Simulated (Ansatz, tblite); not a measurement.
Removing and adding an electron: MgMeI (CH3IMg). Total charge 0; singlet. Geometry: PBE-D4/def2-TZVP. Ansatz, gas phase; energy differences of separate SCF runs; the oxidised species was run as a doublet alone; the reduced species was run as a doublet alone.

Cartesian coordinates in Å:
```
Mg 0.587 0.514 0.854
C -0.467 -0.418 -0.679
H -0.166 -1.470 -0.787
H -0.288 0.084 -1.642
H -1.550 -0.395 -0.485
I 1.885 1.685 2.740
```

In the def2 sets I takes a core potential; there is no spin–orbit coupling. The xTB rows come from tblite. Correlated methods freeze 6 core orbitals; core or outer-core shells of Mg, I are correlated, in sets that lack core-valence functions. In CCSD on the charge 1 doublet the largest single amplitude is 0.16, so its Hartree–Fock determinant may place the open shell otherwise than the density functionals do. HOMO above LUMO, or a gap near zero within one spin, warns that the state may not be the lowest or that an electron is smeared out.

```
               level  −HOMO (eV)  vertical IE (eV)  −LUMO (eV)  vertical EA (eV)  HOMO–LUMO gap (eV)  IE − EA (eV)                                     remarks
            GFN1-xTB       10.63             14.06        6.75              3.37                3.87         10.69                                           –
            GFN2-xTB       10.26             13.43        7.16              4.19                3.09          9.24                                           –
       HF/def2-TZVPP           –              8.51           –                 –                   –             –                                           –
    PBE-D4/def2-TZVP        6.29              9.00        1.88                 –                4.41             –  gap within one spin near zero (+1 doublet)
   PBE-D4/def2-TZVPD        6.30                 –        1.90              0.08                4.40             –                HOMO above zero (-1 doublet)
 r2SCAN-D4/def2-TZVP        6.50              9.11        1.46                 –                5.04             –  gap within one spin near zero (+1 doublet)
r2SCAN-D4/def2-TZVPD        6.50                 –        1.47             -0.02                5.04             –                HOMO above zero (-1 doublet)
   PBE0-D4/def2-TZVP        7.40              9.30        1.20                 –                6.20             –                                           –
  PBE0-D4/def2-TZVPD        7.41                 –        1.22              0.00                6.18             –                HOMO above zero (-1 doublet)
      MP2/def2-TZVPP           –              9.72           –                 –                   –             –                                           –
     CCSD/def2-TZVPP           –              9.56           –                 –                   –             –                                           –
  CCSD(T)/def2-TZVPP           –              9.59           –                 –                   –             –                                           –
```

   A HOMO above zero means that the electron is unbound at that level or that self-interaction error raises the level; the energy of removing that electron tells which. Raw xTB energy differences between charge states are shifted by several eV; the methods need an empirical correction for them. A negative affinity means that the extra electron isn't bound; its size then hangs on the basis.
